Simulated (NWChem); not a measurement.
# MgIBr; SMILES [Br][Mg][I]

Program: NWChem. Coordinates come from a PBE0/def2-SVP optimisation. def2 effective core potentials on I; no spin-orbit coupling. Level r2SCAN/def2-SVP: energy and gradient on several grids; changes count from the extra-fine grid, which is no exact limit either.

Q: Which is the coarsest grid (xfine; fine; xcoarse; coarse; medium) from which on the energy stays within 100 μHa and each gradient component within 200 μHa/bohr of xfine?

A: coarse.
```json
[
 {"grid": "xcoarse", "size of the energy change (μHa)": "400", "largest change of a gradient component (μHa/bohr)": "50"},
 {"grid": "coarse", "size of the energy change (μHa)": "< 10", "largest change of a gradient component (μHa/bohr)": "< 30"},
 {"grid": "medium", "size of the energy change (μHa)": "< 10", "largest change of a gradient component (μHa/bohr)": "< 30"},
 {"grid": "fine", "size of the energy change (μHa)": "< 10", "largest change of a gradient component (μHa/bohr)": "< 30"},
 {"grid": "xfine", "size of the energy change (μHa)": "< 10", "largest change of a gradient component (μHa/bohr)": "< 30"}
]
```
